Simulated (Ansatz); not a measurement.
Relaxation of BFH5NO (9 atoms, charge 0, multiplicity 1), to a largest force component of 0.03 eV/Å in at most 50 steps.

The calculation used Ansatz 0.2.0, RKS PBE/6-31G*.

```xyz
9
Properties=species:S:1:pos:R:3
B -0.061 0.529 -0.178
H -0.195 -0.354 2.052
F 1.016 -0.277 -0.316
O -1.314 0.104 -0.547
H -1.269 -0.822 -0.851
N 0.116 1.892 0.382
H 1.043 2.308 0.447
H -0.635 2.576 0.307
H -0.173 0.359 2.031
```

**Question.** Where does it end, and by what steps?

**Answer.** The forces met the threshold. The force dipped under the threshold on the way, but the program's further checks kept it going. After 15 steps the energy has fallen by 0.321 eV; H2 moved furthest, 1.36 Å.

```tsv
step	energy less start (eV)	largest force component (eV/Å)	accepted
0	0.0000	2.040	yes
1	-0.1868	0.837	yes
2	-0.2542	0.441	yes
3	-0.2846	0.146	yes
4	-0.2936	0.206	yes
5	-0.2982	0.209	yes
6	-0.2997	0.401	yes
7	-0.3054	0.165	yes
8	-0.3125	0.029	yes
9	-0.3139	0.337	yes
10	-0.3176	0.092	yes
11	-0.3185	0.033	yes
12	-0.3195	0.035	yes
13	-0.3201	0.112	yes
14	-0.3206	0.049	yes
15	-0.3206	0.027	yes
```

```xyz
9
Properties=species:S:1:pos:R:3
B -0.067 0.563 -0.583
H -0.143 0.065 3.343
F 1.034 -0.108 -1.014
O -1.322 0.168 -0.993
H -1.252 -0.610 -1.578
N 0.086 1.667 0.289
H 0.994 2.003 0.590
H -0.704 2.212 0.620
H -0.097 0.357 2.651
```

Whether the end is a true minimum wasn't checked by a vibrational analysis.

The run took 28 s on 1 thread of AMD EPYC 7R43 64-Core Processor (Zen 3), with other jobs on the host, peak memory 0.17 GiB.
